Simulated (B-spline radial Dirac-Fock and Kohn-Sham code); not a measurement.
X-ray scattering factor of Ba⁴⁵⁺

System: the Ba⁴⁵⁺ ion, configuration [Ne] 3s1.

Input of the calculation (task.json; shells as n, l, electrons):

```json
{"items": [{
  "Z": 56,
  "q": 45,
  "cfg": [[1, 0, 2], [2, 0, 2], [2, 1, 6], [3, 0, 1]],
  "A": 138,
  "rrms": 4.8378,
  "do": ["scatter"],
  "s": [0.0, 0.04, 0.05, 0.07, 0.08, 0.11, 0.13, 0.17, 0.21, 0.27, 0.34, 0.42, 0.54, 0.68, 0.85, 1.07, 1.36, 1.71, 2.16, 2.72, 3.43, 4.33, 5.46],
  "pz": [0, 0.1, 0.2, 0.3, 0.4, 0.5, 0.6, 0.8, 1.0, 1.2, 1.4, 1.6, 1.8, 2.0, 2.5, 3.0, 4.0, 5.0, 7.0, 10.0, 15.0, 20.0, 30.0, 40.0, 60.0, 100.0],
  "hv_scatter": [8047.8, 10000, 17479.3, 20000, 30000, 50000, 100000, 200000]
}]}
```

Launch: `python xray_run.py task.json out`

These are calculated numbers from a radial B-spline solver; the model is configuration-average Dirac-Fock orbitals. f₀ is the Fourier transform of the spherical electron density, S the Waller-Hartree incoherent function, and s = sin θ/λ. The electron scattering factor follows from the Mott-Bethe formula f_e = 0.023934 Å⁻¹·(Z − f₀)/s².

| s (Å⁻¹) | f₀ | S | f_e (Å) |
| --- | --- | --- | --- |
| 0 | 11.000 | 0.000 | – |
| 0.04 | 10.998 | 0.003 | 673.174 |
| 0.05 | 10.997 | 0.005 | 430.842 |
| 0.07 | 10.994 | 0.009 | 219.832 |
| 0.08 | 10.992 | 0.012 | 168.316 |
| 0.11 | 10.985 | 0.023 | 89.040 |
| 0.13 | 10.979 | 0.032 | 63.759 |
| 0.17 | 10.964 | 0.054 | 37.297 |
| 0.21 | 10.945 | 0.082 | 24.452 |
| 0.27 | 10.910 | 0.135 | 14.804 |
| 0.34 | 10.858 | 0.211 | 9.346 |
| 0.42 | 10.786 | 0.316 | 6.135 |
| 0.54 | 10.651 | 0.504 | 3.722 |
| 0.68 | 10.458 | 0.759 | 2.357 |
| 0.85 | 10.181 | 1.103 | 1.518 |
| 1.07 | 9.766 | 1.572 | 0.967 |
| 1.36 | 9.157 | 2.188 | 0.606 |
| 1.71 | 8.384 | 2.903 | 0.390 |
| 2.16 | 7.406 | 3.795 | 0.249 |
| 2.72 | 6.274 | 4.873 | 0.161 |
| 3.43 | 5.005 | 6.098 | 0.104 |
| 4.33 | 3.687 | 7.322 | 0.067 |
| 5.46 | 2.532 | 8.370 | 0.043 |

f₀ starts at the number of electrons, 11, and has fallen to half at s ≈ 3.15 Å⁻¹. The sum of ⟨r²⟩ over the electrons is 0.1689 bohr². For an ion f_e diverges as s goes to zero, because of the net charge.
